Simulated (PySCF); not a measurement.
Fill in the blanks.

Compound: C₄H₃F₃O₂.
SMILES: `O=C1CO[C@@]1(F)C(F)F`

Conformer (atom-mapped SMILES and torsion angles): `[O:1]=[C:2]1[CH2:3][O:4][C@@:5]1([F:6])[CH:7]([F:8])[F:9]`: O4–C5–C7–F8 52°.

```csv
property,level,value
point group of the GFN2-xTB geometry,GFN2-xTB,?
"rotational constants A, B, C of the GFN2-xTB geometry",GFN2-xTB,?
dipole moment,PBE0/def2-SVPD,?
HOMO energy,PBE0/def2-SVPD,-8.39 eV
LUMO energy,PBE0/def2-SVPD,?
lowest singlet excitation,TDDFT PBE0/def2-SVPD,?
strongest line among the 8 lowest singlet transitions,TDDFT PBE0/def2-SVPD,?
lowest triplet excitation (Tamm–Dancoff),TDA PBE0/def2-SVPD,3.46 eV
static isotropic polarisability,PBE0/def2-SVPD,54.0 au
electronic spatial extent ⟨r²⟩ about the centre of nuclear charge,PBE0/def2-SVPD,?
```

Electronic properties: PySCF, gas phase, density fitting.

What are the rotational constants A, B, C of the GFN2-xTB geometry?

2.170, 1.450, 1.434 GHz.

What is the dipole moment?

2.49 D.

Give the lowest singlet excitation.

4.08 eV (304 nm, f = 0.001).

The electronic spatial extent ⟨r²⟩ about the centre of nuclear charge?

961 bohr².

What is the point group of the GFN2-xTB geometry?

C1.

The LUMO energy?

-2.13 eV.

Give the strongest line among the 8 lowest singlet transitions.

S7 at 8.41 eV (148 nm, f = 0.029).

The 8 singlets span 4.08 to 8.41 eV, and their oscillator strengths add up to 0.11. With B = h/(8π²I), that is 505.379 GHz u Å² over I, the principal moments of inertia are 232.9, 348.5 and 352.4 u Å² (most abundant isotopes). The rotational constants make it an asymmetric top with κ = (2B − A − C)/(A − C) = -0.96, nearer the prolate limit (−1). The polarisability is 8.01 Å³ as a volume (1 au = 0.148185 Å³), or 0.77 au for each of the 70 electrons. A dipole of 2.49 D is allowed in C1, and pure rotational transitions are dipole-allowed. The vertical singlet–triplet gap S1 − T1 is 0.62 eV (TDDFT singlet less Tamm–Dancoff triplet; S1: HOMO→LUMO, weight 0.96; T1: HOMO→LUMO, weight 0.95).

One conformer stands for the species.
